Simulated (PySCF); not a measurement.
## Stationary points of BiOBr

Method: PBE0/[Bi def2-TZVP with ECP60, O def2-TZVP, Br def2-TZVP], scalar-relativistic core potentials, density fitting, no spin–orbit coupling, PySCF.

Relaxations began from a few typed shapes. The search is not exhaustive: other isomers or separated fragments can lie lower, and high-lying points may rest on an excited occupation.

| spin | group | bonds | angles | imaginary modes (cm⁻¹) | ΔE (kJ/mol) | ΔE with ZPE (kJ/mol) |
| --- | --- | --- | --- | --- | --- | --- |
| singlet | Cs | Bi–Br 2.608 Å, Bi–O 1.883 Å | Br–Bi–O 103.7° | none | 0.0 | 0.0 |
| singlet | C∞v | Bi–Br 2.853 Å, Bi–O 1.911 Å | Br–Bi–O 180.0° | 187i, 187i | 143.8 | – |

The lowest minimum found is the singlet Cs: Bi–Br 2.608 Å, Bi–O 1.883 Å; Br–Bi–O 103.7°.

Counting electrons, bismuth keeps 2 of its valence electrons outside its bonds, so the VSEPR class is AX2E1 and the expected shape is bent; with unlike ligands the computed point group is Cs.

For the lowest minimum: spin–orbit coupling, left out here, can matter for elements this heavy.
